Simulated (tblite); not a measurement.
C7H12BF.
Structure used (GFN2-xTB), in Å, numbered top down from 1:
```
atom  x, y, z in Å
C1     2.7725    1.1116    0.2795
C2     1.8327    0.4956   -0.4147
C3     0.6261   -0.1634    0.1678
B4     0.5045   -1.7379    0.0773
C5    -1.0027   -2.0584   -0.2551
C6    -1.7306   -0.7170   -0.1067
F7    -2.1350   -0.5793    1.2132
C8    -0.6944    0.3612   -0.4467
C9    -1.0770    1.7525    0.0385
H10    3.6284    1.5641   -0.1923
H11    2.7303    1.1840    1.3542
H12    1.9038    0.4444   -1.4945
H13    0.6009    0.0642    1.2434
H14    1.3597   -2.5134    0.2343
H15   -1.4778   -2.8195    0.3650
H16   -1.0981   -2.4040   -1.2871
H17   -2.6506   -0.6348   -0.6971
H18   -0.5909    0.3742   -1.5373
H19   -0.2741    2.4536   -0.1776
H20   -1.9838    2.0961   -0.4556
H21   -1.2526    1.7430    1.1117
```

Computed values, GFN2-xTB/tblite, gas phase, harmonic and unscaled. The method is semi-empirical: single wavenumbers can be off by several per cent or more. Modes of hydrogen on boron can be 10 to 20 % off. One conformer, not necessarily the lowest.

Harmonic wavenumbers (cm⁻¹): 62.3, 69.4, 118.8, 202.1, 218.8, 225.4, 276.1, 332.5, 361.4, 404.2, 518.5, 558.1, 583.8, 645.3, 708.3, 760.1, 819.5, 857.5, 877.7, 889.6, 947.6, 957.8, 977.0, 1021.7, 1024.4, 1052.3, 1060.1, 1091.7, 1116.3, 1157.6, 1170.7, 1190.3, 1204.7, 1221.4, 1268.5, 1294.6, 1300.7, 1311.5, 1323.8, 1412.4, 1420.0, 1426.5, 1495.4, 1499.3, 1709.2, 2693.1, 2886.7, 2915.2, 2929.9, 2966.1, 3000.7, 3026.8, 3036.0, 3042.3, 3044.2, 3096.3, 3120.2.

A = 2571, B = 1229, C = 963.2 MHz; mass 126.102 u (most abundant isotopes); point group C1, symmetry number 1.

Problem. Zero-point energy?

Solution. ½Σν̃ = 37951 cm⁻¹ = 108.51 kcal/mol.

Problem. What is S at 298.15 K and 1 bar for an ideal gas of classical rigid rotors and harmonic oscillators?

Solution. Translation 40.44, rotation 29.05, vibration 26.94: S = 96.4 cal/(mol K).

Problem. And Cp and H(298.15 K) − H(0)?

Solution. Cp = 39.17 cal/(mol K), of which vibrations give 31.22 (their classical limit is 57 R = 113.3); H(298.15 K) − H(0) = 6.78 kcal/mol without the zero-point energy, 4.41 from vibrations.

Problem. What must be added to the electronic energy to get the Gibbs energy at 298.15 K and 1 bar?

Solution. ZPE + [H(298.15 K) − H(0)] − T·S = 108.51 + 6.78 − 28.75 = 86.54 kcal/mol.

Problem. How do the functions run with temperature in this model?

Solution. 
```
 T (K)  S (cal/(mol K))  Cp (cal/(mol K))  H − H(0) (kcal/mol)  G − H(0) (kcal/mol)  ln q(vib)
    50             57.7              12.3                 0.48                -2.40       0.37
   100             67.9              17.7                 1.23                -5.56       1.36
373.15            106.2              48.0                10.06               -29.56       8.00
   500            122.1              61.0                17.00               -44.05      11.30
   750            150.5              78.9                34.67               -78.21      17.82
  1000            174.9              90.4                55.94              -118.97      24.06
```

q(vib) and H(0) count from the zero-point level.

Problem. Which modes carry the vibrational entropy at 298.15 K?

Solution. 62.3 cm⁻¹: 4.38; 69.4 cm⁻¹: 4.17; 118.8 cm⁻¹: 3.12; 202.1 cm⁻¹: 2.11; 218.8 cm⁻¹: 1.97; 225.4 cm⁻¹: 1.92 cal/(mol K); the other 51 give 9.26 together.

Problem. Blend soft modes into free rotors: weight 1/[1 + (100 cm⁻¹/ν̃)⁴] for the oscillator and the rest for a rotor with moment μB/(μ + B), μ = h/(8π²ν), B = 10⁻⁴⁴ kg m². What vibrational entropy results?

Solution. 25.13 cal/(mol K) in place of 26.94, which changes −T·S at 298.15 K by +0.54 kcal/mol.

Hindered rotation and anharmonicity are outside this model. Other conformers, if any are populated, would add a mixing term that is left out. The structure is chiral; the term R ln 2 for an equal mix with its mirror image is left out.
